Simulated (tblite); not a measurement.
Compound: C4H4FN2O (doublet state).
Atom-mapped SMILES: `[F:1][CH2:2][O:3][c:4]1[c:5][cH:6][n:7][nH:8]1` (hydrogens: H9, H10 on C2; H11 on C6; H12 on N8)

Cartesian coordinates in Å at the GFN2-xTB level; atoms count from 1:
```xyz
12
C4H4FN2O angstrom
F      2.0382    1.2732    1.3175
C      2.0625    0.4785    0.2035
O      1.2248   -0.6022    0.3586
C     -0.0971   -0.3298    0.1748
C     -0.7742    0.7608   -0.3209
C     -2.1227    0.4316   -0.3013
N     -2.2633   -0.7942    0.1632
N     -1.0345   -1.2585    0.4544
H      1.7686    1.1192   -0.6425
H      3.0837    0.0964    0.0998
H     -2.9710    1.0089   -0.6011
H     -0.9137   -2.1847    0.8329
```

Computed geometry: GFN2-xTB, gas phase. This method treats the open shell by occupation alone, without spin polarisation.

Masses are those of the commonest isotopes; rigid-rotor values at the optimised geometry. The values belong to one conformer with, in the numbering `[F:1][CH2:2][O:3][c:4]1[c:5][cH:6][n:7][nH:8]1`, F1–C2–O3–C4 78°, C2–O3–C4–C5 11°.

Q: Give the principal moments of inertia and the rotational constants in cm⁻¹.

A: Ia = 85.31, Ib = 377.59, Ic = 425.15 u·Å²; 505379 MHz·u·Å²/I gives 5924, 1338 and 1189 MHz, that is A = 0.19761, B = 0.04465, C = 0.03965 cm⁻¹.

Q: What kind of rotor is it?

A: A near-prolate asymmetric top; Ray's κ = -0.937.

Q: Is it planar, by Δ = Ic − Ia − Ib?

A: Not planar: Δ = Ic − Ia − Ib = -37.74 u·Å². For a rigid frame Δ = −2 Σ m c², so Σ m c² = 18.87 u·Å² lies off the ab plane: 2.53 from hydrogen and 16.34 from heavier atoms. The atom farthest from that plane is 1.21 Å away.

Q: Give the other two planar moments, Paa and Pbb, and the rms extents of the mass along the axes.

A: Paa = Σ m a² = (Ib + Ic − Ia)/2 = 358.72 and Pbb = Σ m b² = (Ia + Ic − Ib)/2 = 66.44 u·Å². With the mass M = 115.03 u, the rms extents √(P/M) along a, b and c are 1.77, 0.76, 0.41 Å.

Q: Estimate the classical rotational partition function at 10 K, 25 K and 500 K.

A: Point group C1, symmetry number σ = 1; q = (√π/σ)·√((kT/h)³/(ABC)), k/h = 20836.6 MHz/K: 1740 at 10 K, 6860 at 25 K, 614000 at 500 K.

For this open shell read J as N, the rotation without spin; fine and hyperfine splittings come on top. Its GFN2-xTB frequencies are all real (lowest 55 cm⁻¹). No vibrational averaging or centrifugal distortion is included, and the geometry carries the error of its method.

Time: 0.32 s of wall time. Hardware: Arm Neoverse V1, one thread, no GPU, shared host with 32 logical CPUs at a one-minute load of 27. These figures are those of the optimisation.
